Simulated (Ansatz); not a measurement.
Reaction (ligand exchange at the Si–N bond): `CN[SiH2]OC` + `[SiH3]S` → `CO[SiH2]S[SiH3]` + CH₃NH₂

Isolated molecules relaxed with PBE0-D4/def2-TZVP in Ansatz; ΔE leaves out vibrations. CCSD(T)/CBS is the MP2 limit (def2-TZVPP, def2-QZVPP) plus CCSD(T) − MP2 in def2-TZVPP, frozen cores. DFT in def2-TZVPP. One conformer a species, not always the lowest.

```tsv
level	ΔE (kJ/mol)
PBE-D4	-15.4
r2SCAN-D4	-11.4
```

What does CCSD(T)/CBS give? (Best estimate.)

Computed: -9.4 kJ/mol. The listed levels differ from it by -6.0, -2.0 kJ/mol.

Largest T1 diagnostic among the species: 0.012.

In def2-TZVPP, CCSD(T) changes the Hartree–Fock value by −8.2 kJ/mol (the triples alone add −2.6 kJ/mol) and MP2 by −11.8 kJ/mol. The D4 term adds −6.2 kJ/mol with B3LYP and −3.4 kJ/mol with PBE0; it sums over pairs of atoms, weighted by their polarisabilities, and B3LYP, whose exchange is more repulsive, gets the larger term.

B3LYP here is the variant with VWN-RPA as its local correlation; programs differ in this.
